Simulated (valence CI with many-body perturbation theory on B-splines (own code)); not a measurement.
**Br30+: calculated level list**

Calculated by valence CI with perturbative core correlation (CI+MBPT): three valence electrons over a frozen Dirac-Fock core [He], a basis of 11 s, 11 p, 9 d, 7 f, 5 g, 2 h, 1 i functions for each j, with the one-electron correlation potential Σ1 (screened to all orders), the two-electron term Σ2, the three-electron term Σ3, Breit, model QED; selected single and double excitations, second order for the rest (own B-spline code, finite nucleus).

The last digits are not significant, and no measured levels were compared; by estimate large intervals hold to a few tenths of a per cent, small ones and those within an open d or f shell to about a per cent.

Levels 1 to 45 of 94, with energies above the lowest level, (2s^2 2p1/2) J=1/2. "Leading %" is the weight of the configuration and term that name the level; weights of strongly mixed levels are sums over their largest components and can fall short. In the jj column 3d3/2^4 stands for four electrons in 3d with j = 3/2.

```
No.  Configuration  Term    J  E (× 10³ cm⁻¹)  Leading %  Second component              Leading jj      g
  1          2s²2p   ²P°  1/2            0.00         99                         2s^2 2p1/2 (99 %)  0.656
  2          2s²2p   ²P°  3/2          435.52         98                         2s^2 2p3/2 (98 %)  1.327
  3          2s2p²    ⁴P  1/2          665.96         84     13 % 2s2p² ²S       2s 2p1/2^2 (81 %)  2.509
  4          2s2p²    ⁴P  3/2          937.60         97                     2s 2p1/2 2p3/2 (97 %)  1.706
  5          2s2p²    ⁴P  5/2          1069.5         73     27 % 2s2p² ²D   2s 2p1/2 2p3/2 (84 %)  1.483
  6          2s2p²    ²D  3/2          1339.7         83     16 % 2s2p² ²P   2s 2p1/2 2p3/2 (93 %)  0.885
  7          2s2p²    ²P  1/2          1419.4         73     17 % 2s2p² ²S   2s 2p1/2 2p3/2 (78 %)  1.097
  8          2s2p²    ²D  5/2          1540.0         73     27 % 2s2p² ⁴P       2s 2p3/2^2 (84 %)  1.302
  9          2s2p²    ²S  1/2          1884.7         70     24 % 2s2p² ²P       2s 2p3/2^2 (92 %)  1.708
 10          2s2p²    ²P  3/2          1895.7         83     15 % 2s2p² ²D       2s 2p3/2^2 (90 %)  1.254
 11            2p³   ⁴S°  3/2          2136.3         53      29 % 2p³ ²P°    2p1/2^2 2p3/2 (88 %)  1.590
 12            2p³   ²D°  3/2          2468.4         57      37 % 2p³ ⁴S°    2p1/2 2p3/2^2 (92 %)  1.266
 13            2p³   ²D°  5/2          2560.9        100                     2p1/2 2p3/2^2 (100 %)  1.192
 14            2p³   ²P°  1/2          2756.0         99                      2p1/2 2p3/2^2 (99 %)  0.656
 15            2p³   ²P°  3/2          3080.3         63      26 % 2p³ ²D°          2p3/2^3 (96 %)  1.257
 16          2s²3s    ²S  1/2           15900         96                            2s^2 3s (96 %)  1.998
 17          2s²3p   ²P°  1/2           16160         93                         2s^2 3p1/2 (93 %)  0.667
 18          2s²3p   ²P°  3/2           16282         91                         2s^2 3p3/2 (91 %)  1.337
 19         2s2p3s   ⁴P°  1/2           16413         92    5 % 2s2p3s ²P°      2s 2p1/2 3s (97 %)  2.515
 20         2s2p3s   ⁴P°  3/2           16490         79   17 % 2s2p3s ²P°      2s 2p1/2 3s (85 %)  1.644
 21          2s²3d    ²D  3/2           16513         96                         2s^2 3d3/2 (96 %)  0.798
 22          2s²3d    ²D  5/2           16551         96                         2s^2 3d5/2 (96 %)  1.198
 23         2s2p3s   ²P°  1/2           16577         93    4 % 2s2p3s ⁴P°      2s 2p1/2 3s (91 %)  0.739
 24         2s2p3p    ⁴D  1/2           16637         75    20 % 2s2p3p ²P   2s 2p1/2 3p1/2 (98 %)  0.216
 25         2s2p3p    ⁴D  3/2           16707         61    20 % 2s2p3p ²P   2s 2p1/2 3p1/2 (88 %)  1.203
 26         2s2p3p    ⁴P  3/2           16810         27    21 % 2s2p3p ⁴D   2s 2p1/2 3p3/2 (96 %)  1.450
 27         2s2p3p    ⁴P  1/2           16822         62    19 % 2s2p3p ²S   2s 2p1/2 3p1/2 (88 %)  2.147
 28         2s2p3s   ⁴P°  5/2           16838         98                        2s 2p3/2 3s (98 %)  1.593
 29         2s2p3p    ²P  1/2           16864         51    19 % 2s2p3p ⁴P   2s 2p1/2 3p3/2 (85 %)  1.145
 30         2s2p3p    ⁴D  5/2           16871         71    15 % 2s2p3p ⁴P   2s 2p1/2 3p3/2 (85 %)  1.377
 31         2s2p3p    ²D  3/2           16907         54    21 % 2s2p3p ⁴S   2s 2p1/2 3p3/2 (90 %)  1.232
 32         2s2p3s   ²P°  3/2           16937         85   13 % 2s2p3s ⁴P°      2s 2p3/2 3s (96 %)  1.377
 33         2s2p3d   ⁴F°  3/2           16969         81   11 % 2s2p3d ²D°   2s 2p1/2 3d3/2 (97 %)  0.508
 34         2s2p3d   ⁴F°  5/2           17022         73   17 % 2s2p3d ⁴D°   2s 2p1/2 3d3/2 (51 %)  1.089
 35         2s2p3d   ⁴P°  5/2           17077         43   24 % 2s2p3d ²D°   2s 2p1/2 3d5/2 (68 %)  1.368
 36         2s2p3d   ⁴D°  3/2           17102         50   27 % 2s2p3d ⁴P°   2s 2p1/2 3d3/2 (60 %)  1.307
 37         2s2p3d   ⁴F°  7/2           17106         60   26 % 2s2p3d ⁴D°   2s 2p1/2 3d5/2 (87 %)  1.271
 38         2s2p3d   ⁴D°  1/2           17106         74   16 % 2s2p3d ²P°   2s 2p1/2 3d3/2 (87 %)  0.311
 39         2s2p3p    ⁴P  3/2           17130         51    18 % 2s2p3p ²P   2s 2p3/2 3p1/2 (96 %)  1.586
 40         2s2p3p    ⁴P  5/2           17152         40    37 % 2s2p3p ²D   2s 2p3/2 3p1/2 (92 %)  1.393
 41         2s2p3d   ²D°  3/2           17176         47   31 % 2s2p3d ²P°   2s 2p1/2 3d5/2 (51 %)  1.006
 42         2s2p3d   ²F°  5/2           17193         64   12 % 2s2p3d ⁴P°   2s 2p1/2 3d5/2 (78 %)  1.026
 43         2s2p3p    ⁴D  7/2           17199        100                    2s 2p3/2 3p3/2 (100 %)  1.423
 44         2s2p3s   ²P°  1/2           17218         94                        2s 2p3/2 3s (89 %)  0.719
 45         2s2p3p    ²P  3/2           17225         43    37 % 2s2p3p ⁴S   2s 2p3/2 3p3/2 (95 %)  1.534
```

The ionisation energy to 2s² ¹S0 of the next ion comes out as 3524.2 eV (NIST: 3523.1 ± 2.2 eV (semi-empirical)). All 94 levels together are meant to be complete up to 18298 × 10³ cm⁻¹.
